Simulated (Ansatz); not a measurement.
Reactions of C2HBCl2, SMILES `C#CB(Cl)Cl`.

Isolated molecules relaxed with PBE0-D4/def2-TZVP in Ansatz; ΔE leaves out vibrations. CBS: MP2 limit from def2 TZ/QZ plus the TZ coupled-cluster correction, frozen cores. This one scheme is used for every species. DFT in def2-TZVPP. B3LYP here is the variant with VWN-RPA as its local correlation; programs differ in this. For Se outer-core shells are correlated without core-valence functions, which leaves a few kJ/mol of doubt a bond. Scalar relativity is left out up to krypton. Each species was taken in one conformer, which may not be the lowest.

| reaction | PBE0-D4 (kcal/mol) | B2PLYP (kcal/mol) | B3LYP-D4 (kcal/mol) | ωB97X-V (kcal/mol) | CCSD(T)/CBS(def2) (kcal/mol) |
| --- | --- | --- | --- | --- | --- |
| `C#CB(Cl)Cl` + `C[SeH]` → `C[Se]B(Cl)Cl` + acetylene | -6.4 | -5.1 | -5.3 | -6.3 | -7.9 |
| `C#CB(Cl)Cl` + H₂S → `C#CS` + `ClBCl` | 19.3 | 19.9 | 20.1 | 19.2 | 20.5 |
| `C#CB(Cl)Cl` + CH₃SH → `CSB(Cl)Cl` + acetylene | -8.5 | -7.1 | -7.4 | -8.5 | -9.1 |
| `C#CB(Cl)Cl` + `B1CN1` → `ClB(Cl)B1CN1` + acetylene | 9.9 | 11.2 | 10.8 | 9.8 | 9.9 |
| `C#CB(Cl)Cl` + HCl → boron trichloride + acetylene | -6.8 | -6.7 | -6.2 | -7.9 | -7.2 |

Largest T1 diagnostic: 0.014, for `ClB(Cl)B1CN1`.
